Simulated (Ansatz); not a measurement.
`[SiH3]N([SiH3])[Si]Br` → Br• + 6 H• + N• + 3 Si•  (atomization)

Program: Ansatz. Geometries: PBE0-D4/def2-TZVP. ΔE: electronic, gas phase. CBS: MP2 limit from def2 TZ/QZ plus the TZ coupled-cluster correction, frozen cores. This one scheme is used for every species, atoms too. Functionals use def2-TZVPP. HSE06 is defined as in plane-wave codes. Open shells (•) are unrestricted, without spin–orbit coupling. Spin–orbit coupling would lower the free atoms: a little for Si; clearly for Br. Bonds to Br are less sure, by a few kJ/mol each and by 10 to 20 or more in all where they break to atoms, as the def2 sets lack core-valence functions. Scalar relativity is left out up to krypton. Each species was taken in one conformer, which may not be the lowest.

| level | ΔE (kJ/mol) | difference from CCSD(T)/CBS |
| --- | --- | --- |
| PBE-D4 | 3442.8 | -24.5 |
| B97M-V | 3460.6 | -6.7 |
| PBE0-D4 | 3410.3 | -57.0 |
| r2SCAN0 | 3388.0 | -79.3 |
| HSE06 | 3380.4 | -86.9 |
| CAM-B3LYP | 3421.9 | -45.4 |
| LC-ωPBE | 3377.3 | -90.0 |
| HF/def2-SVP | 2463.3 | -1004.0 |
| CCSD/def2-SVP | 3131.0 | -336.3 |
| MP2/def2-TZVPP | 3373.0 | -94.3 |
| CCSD(T)/CBS | 3467.3 | 0 |

Largest T1 diagnostic among the species: 0.012.

At CCSD(T), def2-SVP lies −298.1 kJ/mol from the extrapolated value and def2-TZVPP −116.4 kJ/mol: correlation converges slowly with the basis, and small sets miss more of it in the bonded molecule than in its fragments. In def2-TZVPP, CCSD(T) changes the Hartree–Fock value by +842.4 kJ/mol (the triples alone add +51.0 kJ/mol) and MP2 by +864.5 kJ/mol; breaking electron pairs costs correlation energy, which Hartree–Fock lacks.

For atomizations the MP2-based limit and the directly extrapolated one differ by several kJ/mol either way, and by 10 to 25 for some Ge, Se and Sn compounds, so smaller differences from it don't rank the levels.
